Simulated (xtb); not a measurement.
xtb input (GFN2-xTB):

```bash
xtb mol.xyz --gfn 2 --sp --chrg -1 --uhf 0
```
mol.xyz:
```
7

Cl     2.11238237    -1.48098073    -0.17882128
Si     1.28504182     0.52473462     0.48185736
Si    -0.87509445    -0.23788371    -0.14988175
Cl    -2.38560853     1.29615223     0.00395376
H      1.44882146     1.20214229    -0.88188977
H     -1.11117771    -0.76854928    -1.52850034
H     -1.43206238    -1.30742118     0.73547914
```

End of the output:

```
         :::::::::::::::::::::::::::::::::::::::::::::::::::::
         ::                     SUMMARY                     ::
         :::::::::::::::::::::::::::::::::::::::::::::::::::::
         :: total energy             -14.358152178654 Eh    ::
         :: gradient norm              0.040264757044 Eh/a0 ::
         :: HOMO-LUMO gap              3.102957081650 eV    ::
         ::.................................................::
         :: SCC energy               -14.384907862257 Eh    ::
         :: -> isotropic ES            0.129170180273 Eh    ::
         :: -> anisotropic ES         -0.017581182275 Eh    ::
         :: -> anisotropic XC         -0.017769704063 Eh    ::
         :: -> dispersion             -0.007293730462 Eh    ::
         :: repulsion energy           0.026755683603 Eh    ::
         :: add. restraining           0.000000000000 Eh    ::
         :: total charge              -1.000000000000 e     ::
         :::::::::::::::::::::::::::::::::::::::::::::::::::::

           -------------------------------------------------
          |                Property Printout                |
           -------------------------------------------------

    * Orbital Energies and Occupations

         #    Occupation            Energy/Eh            Energy/eV
      -------------------------------------------------------------
         1        2.0000           -0.8985293             -24.4502
         2        2.0000           -0.8720099             -23.7286
         3        2.0000           -0.5506921             -14.9851
         4        2.0000           -0.4326651             -11.7734
         5        2.0000           -0.2909905              -7.9183
         6        2.0000           -0.2892410              -7.8706
         7        2.0000           -0.2761320              -7.5139
         8        2.0000           -0.2665766              -7.2539
         9        2.0000           -0.2618455              -7.1252
        10        2.0000           -0.2526701              -6.8755
        11        2.0000           -0.2506618              -6.8209
        12        2.0000           -0.2102802              -5.7220
        13        2.0000           -0.1650538              -4.4913 (HOMO)
        14                         -0.0510222              -1.3884 (LUMO)
        15                         -0.0444823              -1.2104
        16                         -0.0192474              -0.5237
        17                         -0.0135373              -0.3684
        18                          0.0217769               0.5926
        19                          0.0918924               2.5005
        20                          0.0992901               2.7018
        21                          0.1308512               3.5606
        22                          0.1552437               4.2244
        23                          0.1641702               4.4673
        24                          0.1885992               5.1320
       ...                                ...                  ...
        39                          0.8791500              23.9229
      -------------------------------------------------------------
                  HL-Gap            0.1140316 Eh            3.1030 eV
             Fermi-level           -0.1080380 Eh           -2.9399 eV

     #   Z          covCN         q      C6AA      α(0)
     1  17 Cl       0.788    -0.663   121.704    16.876
     2  14 Si       2.581     0.250   186.773    29.992
     3  14 Si       3.542     0.412   101.454    19.413
     4  17 Cl       0.794    -0.553   117.571    16.587
     5   1 H        0.891    -0.176     9.196     4.746
     6   1 H        0.908    -0.109     5.911     3.803
     7   1 H        0.908    -0.161     8.262     4.497

 Mol. C6AA /au·bohr⁶  :       2853.858417
 Mol. C8AA /au·bohr⁸  :     134888.915721
 Mol. α(0) /au        :         95.912819

Wiberg/Mayer (AO) data.
largest (>0.10) Wiberg bond orders for each atom

 ---------------------------------------------------------------------------
     #   Z sym  total        # sym  WBO       # sym  WBO       # sym  WBO
 ---------------------------------------------------------------------------
     1  17 Cl   0.601 --     2 Si   0.570
     2  14 Si   2.659 --     3 Si   1.103     5 H    0.900     1 Cl   0.570
     3  14 Si   3.621 --     2 Si   1.103     6 H    0.889     7 H    0.886
                             4 Cl   0.675
     4  17 Cl   0.754 --     3 Si   0.675
     5   1 H    0.969 --     2 Si   0.900
     6   1 H    0.988 --     3 Si   0.889
     7   1 H    0.974 --     3 Si   0.886
 ---------------------------------------------------------------------------

Topologies differ in total number of bonds
Writing topology from bond orders to xtbtopo.mol

molecular dipole:
                 x           y           z       tot (Debye)
 q only:       -0.043       0.718       0.717
   full:       -0.455       0.126      -0.025       1.202
molecular quadrupole (traceless):
                xx          xy          yy          xz          yz          zz
 q only:      -16.260      17.883       1.563       3.606       0.602      14.697
  q+dip:      -17.463      18.261       1.016       1.252      -1.055      16.447
   full:      -16.975      14.835       3.392      -1.088      -1.427      13.583

           -------------------------------------------------
          | TOTAL ENERGY              -14.358152178654 Eh   |
          | GRADIENT NORM               0.040264757044 Eh/α |
          | HOMO-LUMO GAP               3.102957081650 eV   |
           -------------------------------------------------

------------------------------------------------------------------------
------------------------------------------------------------------------
 total:
Note: The following floating-point exceptions are signalling: IEEE_UNDERFLOW_FLAG IEEE_DENORMAL
normal termination of xtb
 SCF:
```

It need not be the lowest isomer of its formula. Whether it binds its extra electron was not tested at this geometry.
